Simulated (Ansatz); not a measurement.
Consider the formal exchange of groups at a B–Cl bond: `CBCl` + `[Cl][GeH3]` → `C[BH][GeH2][Cl]` + HCl.

Calculated with Ansatz (gas phase, PBE0-D4/def2-TZVP geometries, no zero-point term in ΔE). CCSD(T)/CBS is the MP2 limit (def2-TZVPP, def2-QZVPP) plus CCSD(T) − MP2 in def2-TZVPP, frozen cores. This one scheme is used for every species. DFT in def2-TZVPP. B3LYP here is the variant with VWN-RPA as its local correlation; programs differ in this. For Ge outer-core shells are correlated without core-valence functions, which leaves a few kJ/mol of doubt a bond. Scalar relativity is left out up to krypton. One conformer a species, not always the lowest.

`CBCl`:

Z-matrix (Å, degrees):
```
C
B 1 1.548
H 1 1.097 2 109.5
H 1 1.090 2 114.9 3 123.3
H 1 1.097 2 108.9 3 -114.1
Cl 2 1.750 1 121.7 3 -125.1
H 2 1.194 1 122.7 3 55.2
```

`[Cl][GeH3]`:

```xyz
5

Cl   -0.621   -1.345   -1.335
Ge    0.050    0.108    0.107
H    -0.406    1.483   -0.392
H     1.577    0.007    0.173
H    -0.600   -0.253    1.447
```

`C[BH][GeH2][Cl]`:

Z-matrix (Å, degrees):
```
C
B 1 1.541
H 1 1.106 2 102.7
H 1 1.092 2 114.8 3 114.0
H 1 1.091 2 115.6 3 -114.6
Ge 2 2.065 1 122.2 3 91.5
H 2 1.199 1 121.1 3 -84.7
Cl 6 2.177 2 109.3 1 3.7
H 6 1.540 2 114.0 1 121.2
H 6 1.540 2 114.3 1 -113.8
```

HCl:

Z-matrix (Å, degrees):
```
Cl
H 1 1.279
```

```json
{"level": "B3LYP-D4", "ΔE (kJ/mol)": "101.8"}
{"level": "ωB97M-V", "ΔE (kJ/mol)": "104.8"}
{"level": "PBE", "ΔE (kJ/mol)": "101.9"}
{"level": "PBE0", "ΔE (kJ/mol)": "103.6"}
{"level": "B3LYP", "ΔE (kJ/mol)": "107.3"}
{"level": "MP2/def2-TZVPP", "ΔE (kJ/mol)": "106.1"}
{"level": "CCSD/def2-TZVPP", "ΔE (kJ/mol)": "101.1"}
{"level": "MP2/CBS(def2)", "ΔE (kJ/mol)": "104.1"}
```

(1) What does CCSD(T)/CBS give? (An estimate is asked.)

Largest T1 diagnostic among the species: 0.011.

Answers

(1) The calculation gave: +99.1 kJ/mol. The listed levels differ from it by 2.7, 5.7, 2.8, 4.5, 8.2, 7.0, 2.0, 5.0 kJ/mol.

In def2-TZVPP, CCSD(T) changes the Hartree–Fock value by −14.7 kJ/mol (the triples alone add +0.0 kJ/mol) and MP2 by −9.7 kJ/mol. The D4 term adds −5.5 kJ/mol with B3LYP and −3.3 kJ/mol with PBE0; it sums over pairs of atoms, weighted by their polarisabilities, and B3LYP, whose exchange is more repulsive, gets the larger term.
